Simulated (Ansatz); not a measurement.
A nudged elastic band was laid between two geometries of C$_{3}$H$_{5}$Al (9 atoms, charge 0, multiplicity 1).

Computed with RKS PBE-D4/6-31G* (Ansatz).

| Item | Value |
| --- | --- |
| movable images | 7 |
| climbing image | yes |
| spring | 5.0 eV/Å² |
| optimiser | quadratic models (default) |
| start path | through a guess of the saddle point |
| force threshold | 0.05 eV/Å |
| iteration limit | 60 |
| end points | relaxed |

First end point:

```xyz
9
Properties=species:S:1:pos:R:3
C 0.354 1.668 -1.103
C 0.109 0.468 -0.315
C -0.101 -0.548 0.354
Al -0.420 -2.114 1.383
H 1.034 2.361 -0.576
H 0.804 1.427 -2.083
H -0.589 2.213 -1.293
H -0.340 -3.548 0.675
H -0.762 -1.973 2.941
```

Last end point:

```xyz
9
Properties=species:S:1:pos:R:3
C 0.310 1.440 -1.036
C -0.088 0.470 -0.036
C -0.295 -0.530 0.676
Al 0.273 -2.722 0.642
H 0.917 2.250 -0.594
H 0.920 0.953 -1.824
H -0.567 1.899 -1.526
H -0.793 -0.879 1.595
H -0.589 -2.927 2.085
```

Q: What changes between the two ends?

A: Bonds broken: Al4–H8. Bonds formed: C3–H8.

Q: Give the energies along the band, and the barrier.

A: It did not converge within its limit. The highest image is number 4 of 0 to 8, 2.61 eV above the first end and 1.11 eV above the last; the last end lies 1.50 eV above the first. The band didn't meet its force threshold, so its energies are provisional: the largest band force was still 0.34 eV/Å, and over the last iterations the top stayed at 2.61 eV. Neighbouring images lie up to 2.8 Å apart, so the band is torn or far too coarse. Inner images lie below an end point, which means an intermediate or an end that isn't the lowest structure nearby. The orbitals stay closed-shell, which can raise the energy where a bond breaks towards radicals; this wasn't checked here.

```
image  path coordinate (Å)  energy (eV)  Al4–H8 (Å)  C3–H8 (Å)
    0                 0.00         0.00        1.60       3.03
    1                 1.24         0.02        1.60       3.06
    2                 2.47         0.00        1.60       3.02
    3                 3.71         0.36        1.58       2.59
    4                 4.94         2.61        1.73       1.33
    5                 7.77         1.05        2.80       1.09
    6                10.61        -0.34        3.51       1.10
    7                13.45        -0.39        3.64       1.10
    8                16.29         1.50        2.33       1.10
```

Run time: 12 min on 1 thread of Arm Neoverse V2, with other jobs on the host, peak memory 0.12 GiB.
